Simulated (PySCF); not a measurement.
# Working out the electron affinity of Rb

Rb⁻ [Kr] 5s2 (1S) → Rb [Kr] 5s1 (2S). Computed with PySCF 2.14 in def2-TZVPPD with the def2 core potential (28 electrons) (6s4p3d1f, 40 functions), with a scalar-relativistic core potential. Frozen: nothing. Energies in hartree (1 hartree = 27.21139 eV):

```csv
part,Rb⁻ (lower),Rb (upper)
UHF,-23.796667,-23.802565
CCSD correlation,-0.126585,-0.105865
(T),-0.002935,-0.001948
```

Question: What does Hartree-Fock give?

Answer: (-23.802565) − (-23.796667) = -0.005898 hartree = -0.160 eV.

Question: What do CCSD and CCSD(T) give?

Answer: The CCSD correlation energies differ by 0.020720 hartree = 0.564 eV and the triples by 0.000987 hartree = 0.027 eV, so CCSD gives 0.404 eV and CCSD(T) 0.431 eV.

Reference: 0.486 eV (measured; photodetachment measurements, as compiled on the Wikipedia data page of electron affinities).

What remains against the reference includes basis incompleteness and higher excitations.
